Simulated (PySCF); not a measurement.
Solvent effects on NMR parameters

Geometry:
```json
{"atom": "C1", "x (Å)": "2.645", "y (Å)": "-0.044", "z (Å)": "1.255"}
{"atom": "C2", "x (Å)": "1.765", "y (Å)": "-0.462", "z (Å)": "0.119"}
{"atom": "O3", "x (Å)": "2.125", "y (Å)": "-0.956", "z (Å)": "-0.911"}
{"atom": "O4", "x (Å)": "0.464", "y (Å)": "-0.203", "z (Å)": "0.406"}
{"atom": "C5", "x (Å)": "-0.485", "y (Å)": "-0.471", "z (Å)": "-0.608"}
{"atom": "O6", "x (Å)": "-0.715", "y (Å)": "0.639", "z (Å)": "-1.399"}
{"atom": "C7", "x (Å)": "-1.765", "y (Å)": "1.381", "z (Å)": "-0.838"}
{"atom": "O8", "x (Å)": "-2.340", "y (Å)": "0.583", "z (Å)": "0.170"}
{"atom": "C9", "x (Å)": "-1.830", "y (Å)": "-0.685", "z (Å)": "0.074"}
{"atom": "F10", "x (Å)": "-2.613", "y (Å)": "-1.473", "z (Å)": "-0.724"}
{"atom": "H11", "x (Å)": "2.274", "y (Å)": "-0.470", "z (Å)": "2.198"}
{"atom": "H12", "x (Å)": "2.608", "y (Å)": "1.051", "z (Å)": "1.357"}
{"atom": "H13", "x (Å)": "3.674", "y (Å)": "-0.365", "z (Å)": "1.063"}
{"atom": "H14", "x (Å)": "-0.143", "y (Å)": "-1.302", "z (Å)": "-1.237"}
{"atom": "H15", "x (Å)": "-1.401", "y (Å)": "2.314", "z (Å)": "-0.374"}
{"atom": "H16", "x (Å)": "-2.497", "y (Å)": "1.610", "z (Å)": "-1.631"}
{"atom": "H17", "x (Å)": "-1.772", "y (Å)": "-1.143", "z (Å)": "1.071"}
```

GIAO PBE0/pcSseg-1 in PySCF 2.14.0 with density-fitted response routines on one PBE0-D3(BJ)/def2-SVP conformer, non-relativistic, equivalent nuclei averaged. Solvents enter as an IEF-PCM continuum (chloroform with ε = 4.7, acetonitrile with ε = 35.7) around the gas-phase geometry. Shifts are referred to TMS, CFCl3 computed in the same medium.

Gas phase, δ in ppm: C2 172.9, C9 111.3, C7 101.5, C5 95.5, C1 22.0, F10 -147.4, H14 6.34, H17 5.59, H16 5.54, H15 5.42, H11/H12/H13 2.03. Dipole moment 2.84 D.

Question: How does each δ change in the continuum?

Answer: 
```json
{"atoms": "C2", "environment": "ester carbonyl carbon", "Δδ, chloroform": "+3.8", "Δδ, acetonitrile": "+5.3"}
{"atoms": "C9", "environment": "sp3 CH bonded to F and O", "Δδ, chloroform": "+0.8", "Δδ, acetonitrile": "+1.1"}
{"atoms": "C7", "environment": "sp3 carbon bearing two oxygens", "Δδ, chloroform": "+0.9", "Δδ, acetonitrile": "+1.2"}
{"atoms": "C5", "environment": "sp3 carbon bearing two oxygens", "Δδ, chloroform": "+0.6", "Δδ, acetonitrile": "+0.8"}
{"atoms": "C1", "environment": "methyl carbon α to a carbonyl", "Δδ, chloroform": "+1.0", "Δδ, acetonitrile": "+1.4"}
{"atoms": "F10", "environment": "fluorine on an sp3 carbon", "Δδ, chloroform": "-2.6", "Δδ, acetonitrile": "-3.5"}
{"atoms": "H14", "environment": "hydrogen on an sp3 carbon bearing two oxygens", "Δδ, chloroform": "+0.03", "Δδ, acetonitrile": "+0.03"}
{"atoms": "H17", "environment": "hydrogen on an sp3 CH bonded to F and O", "Δδ, chloroform": "+0.20", "Δδ, acetonitrile": "+0.29"}
{"atoms": "H16", "environment": "hydrogen on an sp3 carbon bearing two oxygens", "Δδ, chloroform": "+0.11", "Δδ, acetonitrile": "+0.14"}
{"atoms": "H15", "environment": "hydrogen on an sp3 carbon bearing two oxygens", "Δδ, chloroform": "+0.13", "Δδ, acetonitrile": "+0.18"}
{"atoms": "H11/H12/H13", "environment": "hydrogen on a methyl carbon α to a carbonyl", "Δδ, chloroform": "+0.16", "Δδ, acetonitrile": "+0.21"}
```

Changes are relative to the gas phase. The dipole moment becomes 3.35 D in chloroform, 3.55 D in acetonitrile.

Question: Which nuclei move most (in ppm), and what does the model miss?

Answer: C2 (ester carbonyl carbon, +5.3 ppm) in acetonitrile. A continuum only polarises the solute; specific hydrogen bonds, the anisotropy of aromatic solvents and changes of geometry or conformer are outside it.
